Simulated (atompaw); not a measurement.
## Ti (Z = 22): one change to a PAW (atompaw) potential, before and after

Ti, PAW, made with atompaw 4.2.0.5 (PBE, scalar-relativistic). Core [Ar], reference 3d1 4s0 4p0 (charge +3). Waves: 4s (bound, empty): rc 1.80 bohr; 4s channel at -1.5 Ry: rc 1.80 bohr; 4p (bound, empty): rc 2.00 bohr; 4p channel at 1.3 Ry: rc 2.00 bohr; 3d (bound): rc 1.70 bohr; 3d channel at -1.95 Ry: rc 1.70 bohr. Local part: ultrasoft scheme with l = 3 at 0 Ry, radius 1.70 bohr. Core correction: smooth core density matched at 1.85 bohr. Augmentation charge: besselshape compensation charge, radius 1.55 bohr; PAW radius 2.00 bohr; waves and projectors: custom rrkj gramschmidtortho.

Change: all radii scaled by about 1.04 (s 1.88, p 2.08, d 1.76 bohr); local potential ultrasoft scheme with l = 3 at 0 Ry, radius 1.76 bohr; augmentation besselshape compensation charge, radius 1.62 bohr; PAW radius 2.08 bohr; waves and projectors: custom rrkj gramschmidtortho; core correction smooth core density matched at 1.92 bohr.

Cutoffs: the cutoffs (Ry, on a coarse ladder) from which the occupation-weighted sum of valence levels, in a spherical-Bessel basis at the reference potential, stays within 10 and 1 mRy of its value at 400 Ry; they do not see the model core or the augmentation charge, which bear on the density cutoff.

Problem. What does the change do?

Solution. The potential gets softer (35 Ry and 40 Ry → 30 Ry and 35 Ry); both files keep a bound ghost (p, s). A larger radius leaves more room for a smooth pseudo-wave, so fewer plane waves are needed.

| quantity | base | changed |
| --- | --- | --- |
| cutoff, loose | 35 Ry | 30 Ry |
| cutoff, tight | 40 Ry | 35 Ry |
| bound ghosts | s, p | s, p |
| lowest overlap eigenvalue by channel | s 0.09, p 0.73, d 0.95 | s 0.05, p 0.70, d 1.00 |

 A true bound ghost makes a file unfit for plane-wave use even where its test errors are small: the radial tests pick states by their node count and pass the ghost by. The cutoffs see the waves, projectors and local potential, not the compensation charge or the core.
